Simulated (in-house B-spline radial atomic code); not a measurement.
Ionising Au6+ with different functionals

Computed with a radial B-spline atomic code at the basis-set limit: scalar-relativistic (spin-free X2C) Hamiltonian, Fermi nucleus of rms radius 5.4371 fm, spin-polarised at highest spin, spherical fractional occupations for the functionals, and exact exchange of hybrids averaged over the configuration. The ionisation energy is the difference of two self-consistent energies, [Xe] 4f14 5d5 → [Xe] 4f14 5d4, without Breit or QED terms; ε is the level of the shell that loses the electron (its least bound occupied spin orbital). There is no spin-orbit coupling in this Hamiltonian.

```
   method                    rung  ΔSCF (eV)  -ε(5d) (eV)
     PBE0           global hybrid      96.56        90.56
    B3LYP           global hybrid      96.34        89.86
    TPSSh           global hybrid      96.49        89.15
   M06-2X           global hybrid      95.84        92.32
BHandHLYP           global hybrid      96.37        92.58
  r2SCAN0           global hybrid      96.98        91.03
    B97-1           global hybrid      96.32        89.94
    HSE06  range-separated hybrid      96.52        90.10
    wB97X  range-separated hybrid      96.11        92.78
CAM-B3LYP  range-separated hybrid      96.28        91.76
  LC-wPBE  range-separated hybrid      96.34        93.25
```

Task: Among the functionals, which spreads more, the ΔSCF values or the orbital energies?

Result: The orbital energies: ΔSCF values span about 1.14 eV and the orbital energies 4.09 eV.

Task: How do they compare with the NIST value?

Result: NIST lists 94 eV ± 2 (tabulated theory, ground level to ground level). Errors run from +1.84 to +2.98 eV; all lie within about twice that uncertainty, so the table can't rank the methods.
